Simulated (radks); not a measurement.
The phosphorus ion P2+ inside a hard spherical wall (all orbitals vanish at R), configuration held at [Ne] 3s2 3p1 and not refilled when levels cross. Method: non-relativistic Kohn-Sham, r2SCAN, spin-unpolarised, spherical densities, point nucleus; meta-GGA in the generalised Kohn-Sham scheme; computed with a radial shooting solver on a logarithmic mesh with Libxc functionals. Eigenvalues in eV, with the zero of energy where the potential of the charges vanishes at infinity; a dash marks a level that is unbound or too diffuse for the functional's potential to be trusted. A positive occupied level is held by the wall or, in an anion where self-interaction has pushed it up, behind a barrier. The pressure on the wall is -dE/dV.

R (bohr)	E (hartree)	kinetic (hartree)	e(2s)	e(2p)	e(3s)	e(3p)	e(3d, empty)	e(4s, empty)	pressure (GPa)
free	-340.09520	339.671	-201.08	-150.59	-34.270	-24.178	-10.876	-	0
15	-340.09520	339.671	-201.08	-150.59	-34.270	-24.178	-10.876	-	< 0.0001
12	-340.09520	339.671	-201.08	-150.59	-34.270	-24.178	-10.876	-	< 0.0001
10	-340.09520	339.671	-201.08	-150.59	-34.270	-24.178	-10.874	-9.181	< 0.0001
6	-340.09455	339.679	-201.04	-150.55	-34.246	-24.143	-10.598	-6.670	0.0960
5	-340.08910	339.732	-200.82	-150.33	-34.102	-23.932	-9.938	-2.770	1.26
4	-340.04200	340.067	-199.64	-149.14	-33.222	-22.686	-7.630	7.947	16.5
2	-336.63132	351.485	-178.61	-127.71	4.990	20.416	34.977	182.66	4480
1.5	-328.78404	372.031	-156.91	-104.78	83.729	97.141	91.324	425.97	30400
